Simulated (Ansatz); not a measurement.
Relaxation of ClFH$_{4}$O$_{3}$Zr (10 atoms, charge 0, multiplicity 1), to a largest force component of 0.03 eV/Å in at most 50 steps.

Computed with Ansatz, RKS BLYP-D4/def2-SVP.

```xyz
10
Properties=species:S:1:pos:R:3
Zr -0.076 0.459 -0.250
Cl 1.113 -0.717 3.075
O 1.617 -0.290 -0.817
H 2.405 -0.668 -1.231
O -0.929 1.377 -1.729
H -1.522 1.566 -2.471
O -1.291 -0.911 0.402
H -1.482 -1.712 0.915
F 0.255 1.799 1.163
H 0.886 0.567 2.761
```

**Question.** Where does it end, and by what steps?

**Answer.** The run converged. The force dipped under the threshold on the way, but the program's further checks kept it going. After 14 steps the energy has fallen by 0.061 eV; Cl2 moved furthest, 0.43 Å.

| step | energy less start (eV) | largest force component (eV/Å) | accepted |
| --- | --- | --- | --- |
| 0 | 0.0000 | 0.823 | yes |
| 1 | -0.0440 | 0.336 | yes |
| 2 | -0.0483 | 0.365 | yes |
| 3 | -0.0507 | 0.320 | yes |
| 4 | -0.0528 | 0.204 | yes |
| 5 | -0.0547 | 0.217 | yes |
| 6 | -0.0561 | 0.141 | yes |
| 7 | -0.0595 | 0.028 | yes |
| 8 | -0.0524 | 0.730 | no |
| 9 | -0.0600 | 0.034 | yes |
| 10 | -0.0604 | 0.106 | yes |
| 11 | -0.0605 | 0.080 | yes |
| 12 | -0.0607 | 0.040 | yes |
| 13 | -0.0608 | 0.030 | yes |
| 14 | -0.0610 | 0.023 | yes |

```xyz
10
Properties=species:S:1:pos:R:3
Zr -0.124 0.391 -0.205
Cl 1.437 -0.432 3.088
O 1.581 -0.290 -0.804
H 2.402 -0.737 -1.058
O -0.960 1.394 -1.636
H -1.404 1.673 -2.450
O -1.313 -1.021 0.371
H -1.747 -1.834 0.668
F 0.164 1.657 1.288
H 0.941 0.669 2.556
```

Whether the end is a true minimum wasn't checked by a vibrational analysis.

The run took 30 s on 4 threads of Arm Neoverse V1, on a shared host, peak memory 0.19 GiB.
